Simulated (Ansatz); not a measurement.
The first iterations of a band of C₂H₇BOSSi (13 atoms, charge 0, multiplicity 1).

Level of theory: RKS CAM-B3LYP/6-31G in Ansatz 0.2.0.

```json
{"movable images": "5", "climbing image": "yes", "spring": "0.5 eV/Å²", "optimiser": "quadratic models (default)", "start path": "through a guess of the saddle point", "force threshold": "0.05 eV/Å", "iteration limit": "60", "end points": "relaxed"}
```

Initial state:

```xyz
13
Properties=species:S:1:pos:R:3
C 1.612 -1.096 -0.008
C 0.523 -0.106 0.371
B -0.992 -0.400 0.385
S -1.981 -1.887 0.607
Si -0.500 1.191 -0.659
O -0.393 2.819 -0.102
H 1.341 -1.655 -0.909
H 1.779 -1.828 0.791
H 2.562 -0.589 -0.205
H 0.802 0.527 1.230
H -3.208 -1.441 0.186
H -0.471 1.212 -2.151
H -1.055 3.219 0.479
```

Final state:

```xyz
13
Properties=species:S:1:pos:R:3
C 1.636 -0.439 -0.198
C 0.331 -0.321 0.623
B -0.952 -0.725 -0.129
S -2.476 -1.067 0.851
Si 0.079 1.563 1.137
O -0.181 2.146 -0.474
H 1.532 0.084 -1.152
H 1.872 -1.486 -0.409
H 2.500 -0.015 0.330
H 0.426 -0.837 1.588
H -3.389 -1.245 -0.154
H -1.036 -0.772 -1.313
H -0.321 3.081 -0.686
```

| iteration | highest image above the first end (eV) | largest band force component (eV/Å) |
| --- | --- | --- |
| 1 | 11.554 | 34.078 |
| 2 | 4.757 | 12.238 |
| 3 | 2.568 | 6.057 |
| 4 | 1.814 | 2.332 |
| 5 | 1.439 | 2.114 |
| 6 | 1.056 | 2.373 |
| 7 | 0.911 | 1.109 |
| 8 | 0.592 | 1.414 |
| 9 | 0.410 | 1.731 |
| 10 | 0.287 | 1.005 |
| 11 | 0.186 | 1.300 |
| 12 | 0.134 | 1.042 |
| 13 | 0.108 | 0.746 |
| 14 | 0.114 | 0.535 |
| 15 | 0.118 | 0.424 |
| 16 | 0.230 | 1.032 |
| 17 | 0.260 | 1.113 |
| 18 | 0.264 | 1.073 |
| 19 | 0.226 | 0.765 |
| 20 | 0.154 | 0.383 |

**Question.** Does the band converge within its limit, and where does its top end?

**Answer.** The run ended unconverged. It ended after 60 iterations with the highest image 0.076 eV above the first end. The band didn't meet its force threshold, so its energies are provisional: the largest band force was still 0.28 eV/Å, and over the last iterations the top moved between 0.08 and 0.09 eV. Neighbouring images lie up to 3.5 Å apart, so the band is torn or far too coarse. The orbitals stay closed-shell, which can raise the energy where a bond breaks towards radicals; this wasn't checked here. Limits of this set-up: no polarisation functions.

Time of the run: 14 min on 2 threads of Arm Neoverse V2, with other jobs on the host, peak memory 0.27 GiB.
